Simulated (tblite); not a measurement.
Species: C4H10OSSi2.
Numbering: `[CH3:1][S:2][Si@@H:3]([OH:4])[C:5]#[C:6][CH2:7][SiH3:8]` (hydrogens: H9, H10, H11 on C1; H12 on Si3; H13 on O4; H14, H15 on C7; H16, H17, H18 on Si8)

A start from a force field or distance geometry was refined with GFN2-xTB geometry optimisation, gas phase in tblite. Values at the start:

```
  coordinate    start
       C1–S2  1.813 Å
       C1–H9  1.095 Å
      S2–Si3  2.156 Å
      Si3–O4  1.662 Å
      Si3–C5  1.857 Å
     Si3–H12  1.479 Å
      O4–H13  0.953 Å
       C5≡C6  1.201 Å
       C6–C7  1.479 Å
      C7–Si8  1.867 Å
      C7–H14  1.097 Å
      C7–H15  1.095 Å
     Si8–H16  1.476 Å
   C1–S2–Si3   102.3°
   S2–Si3–O4   104.2°
   S2–Si3–C5   107.5°
   Si3–C5–C6   179.1°
   O4–Si3–C5   113.0°
    C5–C6–C7   179.4°
   C6–C7–Si8   114.5°
C1–S2–Si3–O4     177°
```

Task: How do these coordinates change at the GFN2-xTB level?

Result: 
| coordinate | GFN2-xTB (Å or °) | change |
| --- | --- | --- |
| C7–Si8 | 1.917 | +0.050 |
| C6–C7 | 1.437 | -0.042 |
| Si3–O4 | 1.620 | -0.042 |
| Si3–H12 | 1.453 | -0.026 |
| Si3–C5 | 1.842 | -0.015 |
| Si8–H16 | 1.464 | -0.012 |
| C1–H9 | 1.085 | -0.010 |
| S2–Si3 | 2.165 | +0.009 |
| C5≡C6 | 1.208 | +0.007 |
| C7–H14 | 1.092 | -0.005 |
| C7–H15 | 1.092 | -0.003 |
| C1–S2 | 1.814 | +0.001 |
| O4–H13 | 0.954 | +0.001 |
| Si3–C5–C6 | 173.5 | -5.6 |
| C6–C7–Si8 | 110.4 | -4.1 |
| S2–Si3–O4 | 107.5 | +3.3 |
| C1–S2–Si3 | 99.5 | -2.8 |
| S2–Si3–C5 | 105.5 | -2.0 |
| O4–Si3–C5 | 114.1 | +1.1 |
| C5–C6–C7 | 179.1 | -0.3 |
| C1–S2–Si3–O4 | -176 | +7 |

The energy falls by 0.168 eV over 85 L-BFGS steps, the largest force on an atom goes from 1.84 to 0.010 eV/Å, and the atoms move by 0.345 Å rms after alignment. The bond that changes most is C7–Si8 (sp3 carbon bound to silicon to SiH3 silicon), which lengthens by 0.050 Å. Bonds longer at the end by more than 0.005 Å: 4 of 17; shorter: 9. Rotational constants go from 1722, 510.6, 419.7 to 1726, 571.8, 460.3 MHz.

Its lowest GFN2-xTB frequency is 8 cm⁻¹, too small to tell a flat minimum from a shallow saddle. The numbers are those of one conformer. 3 starts were optimised and ended at 0.00, 2.53 and 2.60 kcal/mol (GFN2-xTB); the lowest of these is shown.

Conformer computed: `[CH3:1][S:2][Si@@H:3]([OH:4])[C:5]#[C:6][CH2:7][SiH3:8]`: C1–S2–Si3–O4 -176°, H–O4–Si3–S2 27°.
